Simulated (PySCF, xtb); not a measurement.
C2H3F3Si, SMILES C=C[Si](F)(F)F. Other conformers were not sampled.

Harmonic wavenumbers (cm⁻¹) from GFN2-xTB (xtb) at its own minimum, in rising order: 37, 122, 147, 216, 233, 267, 379, 524, 683, 886, 917, 924, 935, 1024, 1025, 1281, 1413, 1666, 3042, 3092, 3119.

Q: What does PySCF with TPSSh-D3(BJ)/def2-SVP give at its own minimum? (Estimate from the structure and the level; the computed values follow.)

A: 80, 154, 189, 273, 311, 342, 421, 551, 677, 884, 968, 973, 1018, 1022, 1038, 1288, 1436, 1668, 3132, 3155, 3229. Paired by order, the mean absolute difference is 43 cm⁻¹ and the zero-point energies are 31.4 and 32.6 kcal/mol.
